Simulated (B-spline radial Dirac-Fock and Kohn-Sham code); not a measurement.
**Ionisation of each subshell: Ti⁷⁺**

System: Ti⁷⁺, configuration [Ne] 3s2 3p3; nuclear rms radius 3.5921 fm (A = 48).

These are calculated numbers from an atomic code on a B-spline grid; the model is ΔSCF Dirac-Fock with Breit, self-energy and vacuum polarisation, finite nucleus, configuration average. No correlation. Energies are counted from the vacuum level. Subshells whose hole state is unreliable or did not converge are left out.

All terms are in eV, carry their sign (relaxation lowers the binding energy) and add up to the binding energy; ⟨r⟩ is the mean radius of the orbital in the initial state.

```
  subshell  −ε (Koopmans)  relaxation  Gaunt  retardation    QED  binding energy  ⟨r⟩ (bohr)
    K (1s)         5162.7      -26.69  -4.80         0.27  -2.02          5129.4       0.070
   L1 (2s)          727.8       -5.96  -0.29         0.01  -0.19           721.3       0.321
L3 (2p3/2)          621.5       -7.27  -0.35         0.06   0.02           613.9       0.288
   M1 (3s)          193.0       -0.61  -0.04         0.00  -0.03           192.3       0.919
 M2,3 (3p)          166.0       -0.58  -0.06         0.01   0.00           165.4       0.946
```

For the deepest level, K (1s), the Breit terms make up -0.088 % of the binding energy, QED -0.039 % and orbital relaxation -0.520 %.

Going to the tabulated ground configuration of the next ion removes an electron from M2,3 (3p), computed at 165.4 eV. NIST lists 170.5 ± 0.4 eV as the ionisation energy of this species (semi-empirical), +5.15 eV from the computed value. Where a p, d or f shell is open in either ion the computed value averages over both j values and all terms, while the table refers to the lowest levels; that difference holds spin-orbit splitting (largest in heavy or highly charged ions), term energies where several electrons share open shells, and correlation, and it can reach 10 % or more.
